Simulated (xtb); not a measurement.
C3H9Sb (SMILES [CH3][Sb]([CH3])[CH3]), singlet, geometry from GFN2-xTB; xtb with GFN1-xTB with ALPB(hexane).

Here is a job for xtb.
```
$ xtb mol.xyz --gfn 1 --alpb hexane --json

# file mol.xyz
13

Sb    -0.00673821     0.00740301     0.43142423
C      0.19254380    -1.82326529    -0.71473966
H      1.11761127    -2.32368584    -0.45225624
H      0.19814442    -1.59192199    -1.77443677
H     -0.63697105    -2.48620389    -0.49681510
C      1.48921748     1.04940145    -0.74378095
H      2.47603995     0.67127683    -0.50237513
H      1.45823690     2.11023739    -0.52301994
H      1.29510059     0.89708791    -1.80001401
C     -1.64668376     0.73532555    -0.78736976
H     -2.55198411     0.18722995    -0.55265593
H     -1.40872327     0.60197337    -1.83717977
H     -1.81427087     1.78768245    -0.58854042
```

It wrote (shortened):

```
   ID    Z sym.   atoms
    1   51 Sb     1
    2    6 C      2, 6, 10
    3    1 H      3-5, 7-9, 11-13

           -------------------------------------------------
          |                Calculation Setup                |
           -------------------------------------------------

           -------------------------------------------------
          |                 G F N 1 - x T B                 |
           -------------------------------------------------

      * Solvation model:               ALPB
        Solvent                        hexane
        Parameter file                 internal GFN1-xTB/ALPB
        Dielectric constant                1.8800E+00
        Reference state                gsolv [1 M gas/solution]
        Free energy shift                  4.1595E-03 Eh       2.6101E+00 kcal/mol
        Temperature                        2.9815E+02 K
        Density                            6.6000E-01 kg/L
        Solvent mass                       8.6180E+01 g/mol
        Interaction kernel             P16
        Born radius scaling (c1)           1.4775E+00
        Born radii integrator          GBOBC
        Born offset                        0.0000E+00 a0       0.0000E+00 AA
        H-bond correction              false
        Ion screening                  false
        Surface tension                    1.0000E-05 Eh       1.5569E+01 dyn/cm
        Grid points                               230 per atom

          ...................................................
          :                      SETUP                      :
          :.................................................:
          :  # basis functions                  40          :
          :  # atomic orbitals                  39          :
          :  # shells                           27          :
          :  # electrons                        26          :
          :  # halogen bonds                     0          :
          :  max. iterations                   250          :
          :  Hamiltonian                  GFN1-xTB          :
          :  restarted?                      false          :
          :  GBSA solvation                   true          :
          :  PC potential                    false          :
          :  electronic temp.          300.0000000     K    :
          :  accuracy                    1.0000000          :
          :  -> integral cutoff          0.2500000E+02      :
          :  -> integral neglect         0.1000000E-07      :
          :  -> SCF convergence          0.1000000E-05 Eh   :
          :  -> wf. convergence          0.2000000E-04 e    :
          :  Broyden damping             0.4000000          :
          :  net charge                          0          :
          :  unpaired electrons                  0          :
          ...................................................

 iter      E             dE          RMSdq      gap      omega  full diag
   1    -13.8424900 -0.138425E+02  0.729E+00    6.02       0.0  T
   2    -13.8474554 -0.496536E-02  0.418E+00    5.96       1.0  T
   3    -13.7876015  0.598539E-01  0.257E+00    6.20       1.0  T
   4    -13.8575754 -0.699739E-01  0.375E-01    6.04       1.0  T
   5    -13.8585140 -0.938604E-03  0.593E-02    6.02       1.0  T
   6    -13.8585676 -0.536649E-04  0.249E-03    6.02      11.1  T
   7    -13.8585677 -0.475356E-07  0.164E-03    6.02      16.9  T
   8    -13.8585677 -0.359547E-07  0.731E-05    6.02     379.2  T
   9    -13.8585677 -0.679137E-10  0.145E-05    6.02    1912.0  T

   *** convergence criteria satisfied after 9 iterations ***

         :::::::::::::::::::::::::::::::::::::::::::::::::::::
         ::                     SUMMARY                     ::
         :::::::::::::::::::::::::::::::::::::::::::::::::::::
         :: total energy             -13.692313761016 Eh    ::
         :: total w/o Gsasa/hb       -13.686556374326 Eh    ::
         :: gradient norm              0.013113033752 Eh/a0 ::
[...]
         8        2.0000           -0.5029769             -13.6867
         9        2.0000           -0.5029769             -13.6867
        10        2.0000           -0.5015716             -13.6485
        11        2.0000           -0.4344592             -11.8222
        12        2.0000           -0.4344592             -11.8222
        13        2.0000           -0.4082522             -11.1091 (HOMO)
        14                         -0.1869798              -5.0880 (LUMO)
        15                         -0.1869798              -5.0880
        16                         -0.1313070              -3.5730
        17                         -0.1236709              -3.3653
        18                         -0.1168451              -3.1795
        19                         -0.1168451              -3.1795
        20                         -0.1085855              -2.9548
        21                         -0.1085855              -2.9548
        22                         -0.0609520              -1.6586
        23                         -0.0400356              -1.0894
        24                         -0.0326582              -0.8887
       ...                                ...                  ...
        39                          0.5153538              14.0235
      -------------------------------------------------------------
                  HL-Gap            0.2212724 Eh            6.0211 eV
             Fermi-level           -0.2976160 Eh           -8.0985 eV

  Mulliken/CM5 charges         n(s)   n(p)   n(d)
     1Sb    0.29064  0.27902   1.958  2.667  0.085
     2C    -0.19934 -0.35241   1.046  3.153  0.000
     3H     0.03211  0.08429   0.968  0.000  0.000
     4H     0.03811  0.09068   0.962  0.000  0.000
     5H     0.03225  0.08444   0.968  0.000  0.000
     6C    -0.19934 -0.35241   1.046  3.153  0.000
     7H     0.03225  0.08444   0.968  0.000  0.000
     8H     0.03211  0.08429   0.968  0.000  0.000
     9H     0.03811  0.09068   0.962  0.000  0.000
    10C    -0.19934 -0.35241   1.046  3.153  0.000
    11H     0.03211  0.08429   0.968  0.000  0.000
    12H     0.03811  0.09068   0.962  0.000  0.000
    13H     0.03225  0.08444   0.968  0.000  0.000

Wiberg/Mayer (AO) data.
largest (>0.10) Wiberg bond orders for each atom

 ---------------------------------------------------------------------------
     #   Z sym  total        # sym  WBO       # sym  WBO       # sym  WBO
 ---------------------------------------------------------------------------
     1  51 Sb   3.069 --     6 C    0.998     2 C    0.998    10 C    0.998
     2   6 C    3.978 --     1 Sb   0.998     3 H    0.983     5 H    0.982
                             4 H    0.980
     3   1 H    1.003 --     2 C    0.983
     4   1 H    0.999 --     2 C    0.980
     5   1 H    1.003 --     2 C    0.982
     6   6 C    3.978 --     1 Sb   0.998     8 H    0.983     7 H    0.982
                             9 H    0.980
     7   1 H    1.003 --     6 C    0.982
     8   1 H    1.003 --     6 C    0.983
     9   1 H    0.999 --     6 C    0.980
    10   6 C    3.978 --     1 Sb   0.998    11 H    0.983    13 H    0.982
                            12 H    0.980
    11   1 H    1.003 --    10 C    0.983
    12   1 H    0.999 --    10 C    0.980
    13   1 H    1.003 --    10 C    0.982
 ---------------------------------------------------------------------------

Topologies differ in total number of bonds
Writing topology from bond orders to xtbtopo.mol

 dipole moment from electron density (au)
     X       Y       Z
  -0.0053   0.0058   0.3372  total (Debye):    0.857

           -------------------------------------------------
          | TOTAL ENERGY              -13.692313761016 Eh   |
          | GRADIENT NORM               0.013113033752 Eh/α |
          | HOMO-LUMO GAP               6.021127984262 eV   |
           -------------------------------------------------

normal termination of xtb
```
